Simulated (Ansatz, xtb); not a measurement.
Pulling on the Se4–H5 bond in GaH3Se (SMILES [GaH2][SeH]) (multiplicity 1 held, fragments rigid). Energies count from the point at 1.471 Å.
Geometry at that point (charge 0, multiplicity 1):
| atom | x (Å) | y (Å) | z (Å) |
|---|---|---|---|
| Ga | 0.2749 | 0.0112 | -1.1530 |
| H | -0.8038 | -0.5760 | -2.1169 |
| H | 1.6617 | 0.6037 | -1.5559 |
| Se | -0.3040 | -0.0284 | 1.1136 |
| H | 0.9571 | 0.5901 | 1.5522 |

R- and RO- levels are restricted; in cc, def2 and unpolarised 6-31G sets they are followed outwards from rest. Active spaces are followed from a long bond inwards. Levels need not reach the same state.

Cores are frozen in the correlated methods. Filled d and f shells under p-block atoms count as core.

Codes used: Ansatz (Gaussian basis) for Hartree–Fock, density functionals and correlated methods; xtb for the GFN methods. Each number belongs to the level named beside it. The GFN methods have no spin term and hold the electronic entropy of 300 K.

Energies in eV.

| R (Å) | GFN2-xTB | R-HF/cc-pVDZ | R-SCS-MP2/cc-pVDZ | FIC-MRCISD on CASSCF(4,3)/cc-pVDZ | FIC-MRCISD+Q on CASSCF(4,3)/cc-pVDZ |
|---|---|---|---|---|---|
| 1.177 | 1.08 | 1.56 | 1.62 | 1.64 | 1.64 |
| 1.324 | 0.14 | 0.27 | 0.31 | 0.32 | 0.32 |
| 1.471 | 0.00 | 0.00 | 0.00 | 0.00 | 0.00 |
| 1.619 | 0.15 | 0.24 | 0.20 | 0.17 | 0.18 |
| 1.766 | 0.40 | 0.73 | 0.64 | 0.58 | 0.58 |
| 1.986 | 0.86 | 1.64 | 1.45 | 1.29 | 1.31 |
| 2.207 | 1.35 | 2.55 | 2.24 | 1.95 | 1.97 |
| 2.575 | 2.12 | 3.91 | 3.30 | 2.72 | 2.74 |
| 2.943 | 2.72 | 4.98 | 3.98 | 3.11 | 3.13 |
| 3.384 | 3.20 | 5.95 | 4.36 | 3.29 | 3.31 |
| 3.973 | 3.51 | 6.84 | 4.25 | 3.35 | 3.38 |
| 4.709 | 3.63 | 7.50 | 3.49 | 3.36 | 3.39 |

Doubts at one or more of the structures used: a restricted determinant that unrestricted orbitals would lower (R-HF/cc-pVDZ, R-SCS-MP2/cc-pVDZ); active orbitals that take no part (FIC-MRCISD on CASSCF(4,3)/cc-pVDZ, FIC-MRCISD+Q on CASSCF(4,3)/cc-pVDZ).

Ansatz is a first-principles code.
